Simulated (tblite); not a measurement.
C4H5BF2SSi.
Bonds: F1–B2, B2–F3, B2–Si4, Si4–C5, C5–C6 (aromatic), C6–C7 (aromatic), C7–C8 (aromatic), C8–S9 (aromatic), C5–S9 (aromatic). Hydrogens: H10, H11 on Si4; H12 on C6; H13 on C7; H14 on C8.

Computed with GFN2-xTB (tblite), gas phase: L-BFGS steps from a force-field or distance-geometry start until the largest atomic force falls under 0.01 eV/Å.

Step 11: E = -730.4582 eV
```
atom  x, y, z in Å  |  force x, y, z in eV/Å
F1     -2.2862    1.5294   -0.6777   -0.067  -0.039   0.068
B2     -2.5717    0.6190    0.2371   -0.097  -0.194  -0.095
F3     -3.6668    0.9212    0.9118    0.021   0.068  -0.032
Si4    -1.5487   -1.0555    0.6024    0.037   0.033   0.026
C5      0.2664   -0.5904    0.4010   -0.173   0.088   0.021
C6      0.6902    0.7035    0.2478   -0.032   0.017   0.008
C7      2.0839    0.8407    0.1317    0.181  -0.018  -0.021
C8      2.7275   -0.3544    0.1979   -0.026  -0.128   0.008
S9      1.6301   -1.6633    0.4042   -0.066   0.012   0.014
H10    -1.8232   -1.4872    1.9867    0.116  -0.062  -0.043
H11    -1.8749   -2.2148   -0.2537    0.060   0.142   0.038
H12     0.0053    1.5347    0.2138    0.123  -0.018   0.002
H13     2.5876    1.7806   -0.0004    0.017   0.039   0.003
H14     3.7798   -0.5640    0.1354   -0.095   0.061   0.004
```

Step 12: E = -730.4632 eV
```
atom  x, y, z in Å  |  force x, y, z in eV/Å
F1     -2.2906    1.5285   -0.6797   -0.046  -0.028   0.036
B2     -2.5722    0.6169    0.2339   -0.128  -0.138  -0.082
F3     -3.6656    0.9183    0.9097   -0.033   0.079  -0.003
Si4    -1.5521   -1.0481    0.6042    0.093  -0.089   0.058
C5      0.2613   -0.5859    0.4018   -0.048   0.110   0.008
C6      0.6896    0.7070    0.2478    0.053   0.002   0.003
C7      2.0872    0.8406    0.1313    0.077  -0.034  -0.008
C8      2.7255   -0.3588    0.1987   -0.065  -0.031  -0.001
S9      1.6243   -1.6646    0.4047   -0.112   0.067   0.015
H10    -1.8121   -1.4971    1.9870    0.095  -0.027  -0.060
H11    -1.8682   -2.2094   -0.2511    0.040   0.128   0.018
H12     0.0037    1.5389    0.2140    0.165  -0.038   0.001
H13     2.5913    1.7830   -0.0007   -0.009  -0.051   0.012
H14     3.7771   -0.5699    0.1362   -0.083   0.050   0.003
```

Step 13: E = -730.4682 eV
```
atom  x, y, z in Å  |  force x, y, z in eV/Å
F1     -2.2953    1.5269   -0.6806   -0.022  -0.029   0.000
B2     -2.5755    0.6118    0.2291   -0.148  -0.061  -0.052
F3     -3.6651    0.9172    0.9079   -0.079   0.071   0.022
Si4    -1.5538   -1.0427    0.6070    0.113  -0.143   0.068
C5      0.2558   -0.5795    0.4028    0.069   0.072   0.002
C6      0.6906    0.7098    0.2479    0.120   0.048  -0.006
C7      2.0913    0.8398    0.1307   -0.042  -0.036   0.005
C8      2.7225   -0.3636    0.1994   -0.071   0.048  -0.010
S9      1.6166   -1.6646    0.4056   -0.136   0.078   0.018
H10    -1.8000   -1.5066    1.9863    0.073  -0.006  -0.042
H11    -1.8613   -2.2019   -0.2485    0.019   0.074  -0.022
H12     0.0055    1.5424    0.2141    0.174  -0.022  -0.001
H13     2.5947    1.7845   -0.0006   -0.015  -0.115   0.017
H14     3.7733   -0.5741    0.1370   -0.054   0.022   0.003
```

Q: Estimate the geometry and energy of step 14. (The exact step hangs on the optimiser's Hessian estimate; all steps are aligned on step 13, rigid shifts and turns removed.)

A: E = -730.4735 eV, largest force 0.171 eV/Å
```
atom  x, y, z in Å  |  force x, y, z in eV/Å
F1     -2.3011    1.5246   -0.6821   -0.004  -0.043  -0.030
B2     -2.5820    0.6053    0.2227   -0.140   0.008  -0.001
F3     -3.6663    0.9172    0.9063   -0.114   0.054   0.035
Si4    -1.5532   -1.0389    0.6115    0.086  -0.119   0.051
C5      0.2505   -0.5708    0.4040    0.165   0.044  -0.002
C6      0.6934    0.7145    0.2479    0.138   0.048  -0.008
C7      2.0953    0.8386    0.1302   -0.125  -0.027   0.015
C8      2.7180   -0.3687    0.2000   -0.065   0.087  -0.013
S9      1.6054   -1.6629    0.4068   -0.110   0.052   0.020
H10    -1.7845   -1.5181    1.9849    0.046   0.005   0.006
H11    -1.8529   -2.1921   -0.2462   -0.003  -0.011  -0.080
H12     0.0107    1.5463    0.2142    0.136   0.051  -0.006
H13     2.5983    1.7836   -0.0003    0.002  -0.135   0.014
H14     3.7676   -0.5791    0.1380   -0.012  -0.014   0.002
```

The energy changes by -0.0053 eV. The first-order estimate −F·Δx gives -0.0074 eV and the mean of the old and new forces, exact on a quadratic surface, -0.0053 eV. The step makes an angle of 62° with the force vector and moves no atom by more than 0.019 Å.

The cost below is that of the whole relaxation. Hardware: one thread, Arm Neoverse N1 (aarch64), shared host with 64 logical CPUs at a one-minute load of 58. Cost: 1.4 s of wall time.
